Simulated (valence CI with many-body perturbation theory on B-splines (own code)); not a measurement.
# I XLIX: one-electron terms

Calculated by configuration interaction combined with many-body perturbation theory (CI+MBPT): three valence electrons over a frozen Dirac-Fock core [He], radial functions for each j: 11 s, 11 p, 10 d, 8 f, 5 g, 2 h, with the one-electron correlation potential Σ1 (screened to all orders), the two-electron term Σ2, the three-electron term Σ3, Breit, model QED; selected single and double excitations, second order for the rest, scaled by the run's own slope (own B-spline code, finite nucleus).

No measured spectrum was set against this ion. As an estimate, large intervals hold to a few tenths of a per cent, small ones and those within an open d or f shell to about a per cent.

These are the spectroscopic orbitals of the CI (the correlating ones are not listed), shaped by the core and the other valence electrons. h is the expectation value of the core's Dirac-Fock operator, without the valence repulsion; Σ1 is computed up to l = 3 at one energy for each symmetry, that of its lowest orbital but kept below the first core excitation, so for empty shells it is not the orbital's own correlation shift; Breit and QED include the response of the core.

| Orbital | h (hartree) | Σ1 (cm⁻¹) | Breit (cm⁻¹) | QED (cm⁻¹) | ⟨r⟩ (bohr) |
| --- | --- | --- | --- | --- | --- |
| 2s1/2 | -346.57 | -1388 | 41968 | 45767 | 0.1109 |
| 3s1/2 | -151.59 | -342 | 11764 | 13308 | 0.2561 |
| 4s1/2 | -84.396 | -134 | 4711 | 5459 | 0.4636 |
| 5s1/2 | -53.646 | -66.3 | 2362 | 2753 | 0.7320 |
| 6s1/2 | -37.074 | -37.6 | 1349 | 1577 | 1.062 |
| 7s1/2 | -27.14 | -23.4 | 843 | 987 | 1.452 |
| 2p1/2 | -342.24 | -3461 | 83734 | -544 | 0.09264 |
| 3p1/2 | -150.37 | -776 | 22685 | -262 | 0.2394 |
| 4p1/2 | -83.894 | -298 | 9121 | -116 | 0.4480 |
| 5p1/2 | -53.392 | -146 | 4566 | -59.9 | 0.7176 |
| 6p1/2 | -36.929 | -82.7 | 2606 | -34.8 | 1.048 |
| 7p1/2 | -27.049 | -51.3 | 1628 | -21.9 | 1.440 |
| 2p3/2 | -329.4 | -2684 | 32462 | 4310 | 0.09762 |
| 3p3/2 | -146.56 | -602 | 8838 | 1133 | 0.2465 |
| 4p3/2 | -82.295 | -232 | 3949 | 459 | 0.4573 |
| 5p3/2 | -52.577 | -114 | 1986 | 231 | 0.7292 |
| 6p3/2 | -36.459 | -64.4 | 1137 | 132 | 1.062 |
| 7p3/2 | -26.754 | -40.1 | 712 | 82.6 | 1.456 |
| 3d3/2 | -146.1 | -285 | 845 | -151 | 0.2084 |
| 4d3/2 | -82.098 | -122 | 462 | -48.1 | 0.4201 |
| 5d3/2 | -52.476 | -62.4 | 239 | -21.5 | 0.6929 |
| 6d3/2 | -36.401 | -36.2 | 145 | -11.5 | 1.027 |
| 7d3/2 | -26.718 | -22.8 | 93.6 | -6.9 | 1.421 |
| 3d5/2 | -144.96 | -261 | 275 | 394 | 0.2108 |
| 4d5/2 | -81.616 | -111 | 150 | 181 | 0.4231 |
| 5d5/2 | -52.23 | -56.7 | 73.8 | 95.2 | 0.6966 |
| 6d5/2 | -36.258 | -32.9 | 44.6 | 55.9 | 1.031 |
| 7d5/2 | -26.628 | -20.7 | 28.8 | 35.5 | 1.426 |
| 4f5/2 | -81.577 | -24.1 | 5.2 | -59.7 | 0.3640 |
| 5f5/2 | -52.211 | -13.6 | 4.3 | -29.4 | 0.6378 |
| 6f5/2 | -36.247 | -8.3 | 2.8 | -16.6 | 0.9730 |
| 7f5/2 | -26.621 | -5.3 | 2.0 | -10.3 | 1.369 |
| 4f7/2 | -81.341 | -23.3 | 1.5 | 52.6 | 0.3656 |
| 5f7/2 | -52.09 | -13.1 | 1.2 | 28.2 | 0.6397 |
| 6f7/2 | -36.177 | -7.9 | 0.8 | 16.8 | 0.9751 |
| 7f7/2 | -26.577 | -5.1 | 0.5 | 10.7 | 1.371 |
| 5g7/2 | -52.084 |  | 0.0 | -18.9 | 0.5587 |
| 6g7/2 | -36.174 |  | 0.0 | -10.9 | 0.8943 |
| 7g7/2 | -26.575 |  | 0.0 | -6.9 | 1.291 |
| 5g9/2 | -52.012 |  | 0.0 | 15.2 | 0.5599 |
| 6g9/2 | -36.132 |  | 0.0 | 8.9 | 0.8956 |
| 7g9/2 | -26.549 |  | 0.0 | 5.6 | 1.292 |
| 6h9/2 | -36.132 |  |  |  | 0.7936 |
| 6h11/2 | -36.104 |  |  |  | 0.7946 |

Among the shells of the start configuration 2s2 2p1, Σ1 is largest in size for 2p1/2, where it is 0.0046 % of h.

Lowest root of each symmetry, sizes in configuration state functions:

| J | Parity | Roots | Reference | Variational | Second order | Change by selected CI (cm⁻¹) | Change by second order (cm⁻¹) |
| --- | --- | --- | --- | --- | --- | --- | --- |
| 1/2 | even | 27 | 82 | 14218 | 10767 | -9915 | 0 |
| 3/2 | even | 34 | 120 | 22709 | 19223 | -5761 | 0 |
| 5/2 | even | 29 | 121 | 25144 | 25478 | -8810 | -1 |
| 7/2 | even | 13 | 89 | 19392 | 28739 | -6382 | -5 |
| 9/2 | even | 6 | 60 | 12748 | 26491 | -11792 | -3 |
| 11/2 | even | 2 | 26 | 6549 | 10084 | -8449 | -3 |
| 1/2 | odd | 25 | 80 | 13621 | 11683 | -9279 | 0 |
| 3/2 | odd | 34 | 122 | 21283 | 16979 | -8711 | -1 |
| 5/2 | odd | 23 | 116 | 22361 | 35642 | -14183 | -1 |
| 7/2 | odd | 12 | 92 | 17500 | 32494 | -10524 | -3 |
| 9/2 | odd | 3 | 55 | 9298 | 25095 | -6376 | -3 |
| 11/2 | odd | 1 | 29 | 5535 | 10551 | -12651 | -3 |
